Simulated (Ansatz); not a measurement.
Born–Oppenheimer molecular dynamics of BrClF3HTi (7 atoms, charge 0, multiplicity 1). It starts at the highest image of a converged band. Of that band: A structure lower than the last end lies on the path between it and the top, so the climb from that side starts below the end, which may itself be a saddle point or a shallow side well. A vibrational analysis at the climbing image gives one clearly imaginary mode, 208i cm⁻¹, and a faint second one (12i cm⁻¹) that may be numerical noise or a soft torsion: probably a first-order saddle point.

All numbers below come from Ansatz, RKS BLYP/def2-SVP.

```json
{
 "ensemble": "NVE (velocity Verlet)",
 "time step": "0.5 fs",
 "steps asked": "200",
 "starting velocities drawn for": "300 K",
 "seed": "2731"
}
```

First frame:

```xyz
7
Properties=species:S:1:pos:R:3
Ti -0.293 -0.011 0.003
Cl 0.083 0.088 2.515
F 1.458 -0.069 -0.041
F -0.613 1.450 -0.888
F -0.669 -1.400 -0.980
Br -2.760 -0.086 1.129
H -1.431 0.027 2.289
```

(1) How far do the bonds stretch over the last three quarters of this one trajectory? (Pairs bonded in most of those frames.)

## Answers

(1) 
```
   bond  mean (Å)  spread (Å)  shortest  longest
Ti1–Cl2     2.919       0.106      2.72     3.12
 Ti1–F3     1.760       0.017      1.74     1.79
 Ti1–F4     1.740       0.007      1.73     1.75
 Ti1–F5     1.744       0.017      1.72     1.77
Ti1–Br6     2.607       0.116      2.38     2.74
 Cl2–H7     1.352       0.054      1.27     1.47
```

Mean temperature of the second half: 365 K. The conserved energy stayed within 0.031 meV per atom of its start (net change -0.002 meV per atom), so the integration is sound. A run of 0.1 ps of so small a system gives no equilibrium averages. The orbitals stay closed-shell, which can raise the energy where a bond breaks towards radicals; this wasn't checked here.

Run time: 3.2 min on 4 threads of Intel(R) Xeon(R) 6975P-C (Granite Rapids), with other jobs on the host, peak memory 0.23 GiB.
